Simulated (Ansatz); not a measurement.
`CN(C)[SiH3]` → `[CH2]` (triplet) + `CN[SiH3]` at 400 K and 1 bar (formal loss of a carbene).

Calculated with Ansatz (gas phase, PBE0-D4/def2-TZVP geometries, no zero-point term in ΔE). CCSD(T)/CBS is the MP2 limit (def2-TZVPP, def2-QZVPP) plus CCSD(T) − MP2 in def2-TZVPP, frozen cores. This one scheme is used for every species. Triplets are unrestricted, without spin–orbit coupling.

```
          species  CCSD(T)/CBS energy (Eh)  H − E (kJ/mol)  S (J/(mol·K))
    `CN(C)[SiH3]`               -425.29981           312.9          361.2
`[CH2]` (triplet)                -39.09499            59.0          205.7
       `CN[SiH3]`               -386.04948           233.7          327.3
```

H − E and S are ideal-gas, rigid-rotor, harmonic terms from PBE0-D4/def2-TZVP, for one conformer and one mirror image of each species, with the whole ground term of open shells counted as degenerate. 1 Eh = 2625.50 kJ/mol, R = 8.31446 J/(mol·K).

Problem. By hand: ΔE, ΔH, ΔS and ΔG.

Solution. ΔE = (-39.09499) + (-386.04948) − (-425.29981) = 0.15534 Eh = 407.8 kJ/mol. Δ(H − E) = 59.0 + 233.7 − 312.9 = -20.2, so ΔH = 387.6 kJ/mol. ΔS = 205.7 + 327.3 − 361.2 = 171.8 J/(mol·K). ΔG = 387.6 − 400 × (171.8)/1000 = 318.9 kJ/mol.

Problem. By hand: the equilibrium constant, and the temperature at which ΔG would vanish if ΔH and ΔS stayed fixed.

Solution. log₁₀ K = −ΔG/(RT ln 10) = -41.6. ΔG = 0 at ΔH/ΔS = 2256 K.

The number of gas molecules changes by +1, which sets the sign of ΔS. A doubt of 5 kJ/mol in ΔE shifts log₁₀ K by 0.7 here. Other conformers and mirror images would add mixing entropy, several J/(mol·K) or more a flexible species. A triplet takes part, so the spin changes. These are equilibria of isolated gas molecules and say nothing of rates. Largest T1 diagnostic: 0.011 (customary marks: 0.02 for closed shells, 0.045 for open ones).
